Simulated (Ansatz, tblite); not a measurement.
Spin states of trans-NiCl2(PH3)2 (NiP2H6Cl2), formally d⁸, each relaxed with PBE-D4/def2-SVP in Ansatz. Electronic energies in the gas phase.

The 6-31G sets use Cartesian d functions. The xTB rows come from tblite. B3LYP takes the VWN-RPA correlation. The name describes the triplet; other states may take another shape.

Singlet geometry:

```xyz
11

Ni    0.113   -0.016   -0.015
Cl   -0.384   -0.877   -1.952
P    -0.116   -1.952    0.913
H    -1.437   -2.247    1.380
H     0.601   -2.260    2.111
H     0.107   -3.142    0.152
Cl    0.474    0.866    1.943
P     0.186    1.942   -0.923
H     0.933    2.992   -0.305
H    -1.076    2.611   -1.021
H     0.599    2.082   -2.285
```

Triplet geometry:

```xyz
11

Ni    0.0061    0.0006   -0.0022
Cl    1.3590    0.6678    1.6182
P     0.0879   -2.1756    0.7045
H     1.3863   -2.7171    0.4537
H    -0.6763   -3.2345    0.1136
H    -0.0237   -2.5755    2.0762
Cl    0.1571   -0.6035   -2.1261
P    -0.5358    2.1560   -0.5543
H    -1.4775    2.5043   -1.5767
H     0.6026    2.8152   -1.1115
H    -0.8857    3.1622    0.4046
```

Run but left out: HF/6-31G (singlet: restricted singlet, unstable in another Hartree–Fock run and untested here); HF/def2-SVP, HF/def2-TZVP, PBE-QIDH/def2-TZVP, MP2/def2-SVP, MP2/def2-TZVP, CCSD/def2-SVP, CCSD(T)/def2-SVP (singlet: restricted singlet, unstable towards broken spin symmetry).

Only these spin states were relaxed.

```tsv
level	triplet − singlet (kcal/mol)	lowest of these	remarks
GFN1-xTB	33.3	singlet	–
GFN2-xTB	27.9	singlet	–
LDA (SPW92)/def2-TZVP	27.9	singlet	restricted SCF unstable in HF (singlet)
PBE-D4/def2-TZVP	19.0	singlet	restricted SCF unstable in HF (singlet)
r2SCAN-D4/def2-TZVP	11.2	singlet	restricted SCF unstable in HF (singlet)
B3LYP-D4/6-31G	-9.4	triplet	restricted SCF unstable in HF (singlet)
PBE0-D4/def2-TZVP	6.6	singlet	restricted SCF unstable in HF (singlet)
```

```csv
state,donor atoms,mean metal–ligand distance (Å),range (Å),Mulliken spin on the metal (PBE0)
singlet,4,2.169,2.16–2.18,0
triplet,4,2.252,2.21–2.29,1.52
```

⟨S²⟩ at PBE0-D4/def2-TZVP: singlet 0.00 (pure 0.00), triplet 2.01 (pure 2.00).

Change of the triplet − singlet gap on mixing in exact exchange, in kcal/mol: PBE to PBE0 (25 % exact exchange) -12.4.

The xTB methods have no spin-polarisation term.
